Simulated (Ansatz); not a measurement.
Gas-phase electronic energies from Ansatz, PBE0-D4/def2-TZVP geometries. CCSD(T)/CBS adds triple-zeta CCSD(T) − MP2 to the extrapolated MP2 energy (def2 sets, frozen cores). DFT in def2-TZVPP. B3LYP here is the variant with VWN-RPA as its local correlation; programs differ in this. For Br, Ge outer-core shells are correlated without core-valence functions, which leaves a few kJ/mol of doubt a bond. Scalar relativity is left out up to krypton. Each species was taken in one conformer, which may not be the lowest.

Consider the substitution at a C–Br bond: `BC(=C)Br` + `[OH][GeH3]` → `BC(=C)[O][GeH3]` + HBr.

(1) Is it downhill or uphill in electronic energy at CCSD(T)/CBS, and by how much? (Estimate.)

(2) What do these levels give: PBE-D4, r2SCAN-D4, B3LYP-D4, ωB97X-V, HF/def2-QZVPP, MP2/def2-QZVPP? (Estimate.)

Largest T1 diagnostic among the species: 0.013.

## Answers

(1) Ansatz gave: Uphill: ΔE = +2.8 kcal/mol.

(2) The calculation gave: PBE-D4 1.0, r2SCAN-D4 1.1, B3LYP-D4 1.1, ωB97X-V 1.4, HF/def2-QZVPP 2.8, MP2/def2-QZVPP 4.4 kcal/mol.

The D4 term adds −1.0 kcal/mol with B3LYP and −0.6 kcal/mol with PBE0; it sums over pairs of atoms, weighted by their polarisabilities, and B3LYP, whose exchange is more repulsive, gets the larger term.
